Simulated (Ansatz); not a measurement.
Reading a saddle point

A first-order saddle point of ZnH$_{4}$SO$_{2}$, singlet, PBE0-D4/def2-TZVP, with one imaginary mode of 613i cm⁻¹:

```
8
angstrom
Zn -0.4861 -0.0453 -0.5286
S 1.6998 0.6144 0.5248
O -1.0543 -0.2143 -2.2183
H 0.5138 0.3368 1.3934
O -0.8183 -0.1609 1.3195
H 2.1578 -0.6456 0.6052
H -0.3888 0.0181 -2.8679
H -1.6237 0.0966 1.7720
```

Ansatz 0.2.0; basis: def2-TZVPP and def2-QZVPP; cores frozen in the correlated methods. The 3s and 3p shells of Cu and Zn are frozen; filled d shells are correlated. Extrapolation: Hartree–Fock as exp(−7.88 √X), correlation as X^−2.97.

Task: Which contacts change along the imaginary mode, and what lies on either side? (A judgement: the text doesn't fix the answer.)

Result: By the calculation: The step is ZnH₂SO ([OH][Zn][SH]) + H₂O → ZnH₂O₂ ([OH][Zn][OH]) + H₂S (still joined by a long Zn–S bond), with the molecules in contact on both sides. Shortening one way: Zn1–O5, S2–H4; lengthening the same way: Zn1–S2, H4–O5.
```tsv
pair	one side (Å)	saddle (Å)	other side (Å)
Zn1–O5	2.21	1.88	1.81
S2–H4	4.13	1.50	1.35
Zn1–S2	2.17	2.51	2.72
H4–O5	0.96	1.42	2.16
```

Task: Which side is lower, and how far does the saddle lie above each? (Judge from chemistry; the value comes from the calculation.)

Result: The calculation gives: The side with Zn1–S2, H4–O5 short is lower by 20.82 kcal/mol; the saddle lies 26.86 kcal/mol above it and 6.04 kcal/mol above the other (CCSD(T) at an estimated basis limit (MP2 extrapolated from triple and quadruple zeta, plus CCSD(T) − MP2 in triple zeta); electronic energies).

The T1 diagnostic stays at or below 0.016.

Labels in which every atom is bracketed show which atoms are joined, not bond orders.

For scale, one of the runs: CCSD(T)/def2-TZVPP, 224 basis functions, launched by `ansatz run in.yaml --threads 8 --pin off --events-out ev --progress --plain --max-ram 19148MiB`. The run took 73 s on 8 CPU threads of an Arm Neoverse V1 (shared host), with 3.6 GiB of host memory at its peak.
